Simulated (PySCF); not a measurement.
**SiSe under electron impact: the energy ladder**

PBE0 in PySCF with def2-TZVPPD on every atom, for the lowest determinant that a PBE0 search found; no spin–orbit coupling.

```
species  state (unpaired electrons)  Re (Å)  ωe (cm⁻¹)  energy of the minimum from the neutral (eV)  De (eV)  dissociates to
   SiSe      singlet (closed shell)   2.061        594                                         0.00     5.53         Si + Se
  SiSe⁺               doublet (π ↑)   2.205        472                                         9.87     3.88        Si⁺ + Se
  SiSe⁻               doublet (π ↑)   2.173        479                                        -0.75     4.22        Si + Se⁻
```

Task: Work out the lowest energy to break SiSe into atoms, from its vibrational ground state.

Result: D0 = De − ωe/2 = 5.53 − 0.04 = 5.49 eV (PBE0/def2-TZVPPD).

Task: Work out the ionisation energy of the Si atom at this level and the threshold of dissociative ionisation.

Result: IE(Si) = 9.87 + 3.88 − 5.53 = 8.22 eV, so Si⁺ + Se + e⁻ appears at D0 + IE(Si) = 13.71 eV (PBE0/def2-TZVPPD). The measured IE(Si) is 8.152 eV (NIST ASD).

Task: Work out the electron affinity of the Se atom and the threshold of dissociative attachment.

Result: EA(Se) = 5.53 − 4.22 − (-0.75) = 2.06 eV, so Si + Se⁻ needs D0 − EA(Se) = 3.43 eV (PBE0/def2-TZVPPD). The measured EA(Se) is 2.021 eV.

Task: At which energy does ion-pair formation open?

Result: Si⁺ + Se⁻ lies at D0 + IE(Si) − EA(Se) = 11.65 eV (PBE0/def2-TZVPPD).

These are thermodynamic thresholds; the onsets seen under electron impact lie higher where the geometry changes, and cross-sections peak well above them.

For an ion De counts to the pair picked by the measured ionisation energies or electron affinities, which need not be the lowest pair at this level. The highest Kohn–Sham level is positive in this anion. Much of that is self-interaction error, but it also means that the finite basis helps to hold the extra electron. States were picked by a PBE0 search and need not be the measured ground states.
